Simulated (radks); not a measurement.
Question: These are the eigenvalues of the occupied orbitals of an atom or ion with whole-number occupations (eV). All-electron calculation, scalar-relativistic Kohn-Sham, LDA (Slater exchange, Perdew-Wang correlation), spin-polarised, spherical densities, point nucleus. Program: a radial shooting solver on a logarithmic mesh with Libxc functionals.

| orbital | eigenvalue |
|---|---|
| 1s up | -7593.390 |
| 1s down | -7593.265 |
| 2s up | -915.4830 |
| 2s down | -913.0469 |
| 2p up | -787.5192 |
| 2p down | -785.6138 |
| 3s up | -120.5310 |
| 3s down | -115.7908 |
| 3p up | -83.9561 |
| 3p down | -79.2997 |
| 3d up | -25.9969 |
| 3d down | -21.4784 |
| 4s up | -16.4949 |
| 4p up | -10.2246 |

Which element is it, and in what charge state? The configuration may be excited. Open shells, if any, are filled with parallel spins first.

Answer: Z = 27, cobalt, charge +1: Co+ in [Ar] 3d6 4s1 4p1. The list shows which subshells hold electrons but not how many an open one holds; the 1s level, -279.05 hartree, gives Z - s = 23.6 by -(Z - s)^2/2, which with screening and relativity narrows Z to a few neighbours, and the depths of the outer levels then fix element, charge and occupations together.
